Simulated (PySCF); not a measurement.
Gas-phase reaction: InH3 + 4 Cl → InCl + 3 HCl

Method: PySCF energies (xtb for GFN2) plus ideal-gas RRHO corrections (1 bar). † marks an energy on the PBE0/def2-TZVP geometry and frequencies; other levels use their own. MP2 freezes the core. Open shells (unrestricted): Cl (multiplicity 2, electronic degeneracy 6); the rest are closed-shell singlets. GFN2 has no spin-polarisation term. Spin-orbit splitting is ignored; it lowers the true energy and changes the entropy of Cl. In: scalar-relativistic def2 core potential, no spin-orbit coupling. InH3: computed as isolated molecules; such fragments, hydroxides, amides, oligomers or adducts are transient or little studied in the gas. MP2 isn't extrapolated to the basis-set limit; its ΔH°(298 K) is -964.0 kJ in def2-SVP and -1075.8 kJ in def2-TZVPP. The harmonic model lacks anharmonicity and excited electronic states, which grow with temperature; levels with a mode under 35 cm⁻¹ are left out.

```
level              ΔE electronic, kJ  ΔH°(298 K), kJ  ΔS°(298 K), J/K  ΔG°(1000 K), kJ
-----------------  -----------------  --------------  ---------------  ---------------
BLYP/def2-TZVP†                -1037           -1026              -93             -925
GFN2-xTB                       -1065           -1057              -93             -956
HF/def2-TZVP†                   -748            -737              -93             -636
MP2/def2-SVP†                   -976            -964              -93             -864
r2SCAN/def2-TZVP†              -1049           -1037              -93             -937
LDA/def2-TZVP†                 -1199           -1187              -93            -1087
```
ΔH° is lowest at LDA/def2-TZVP† and highest at HF/def2-TZVP†. No reference value is set beside these.
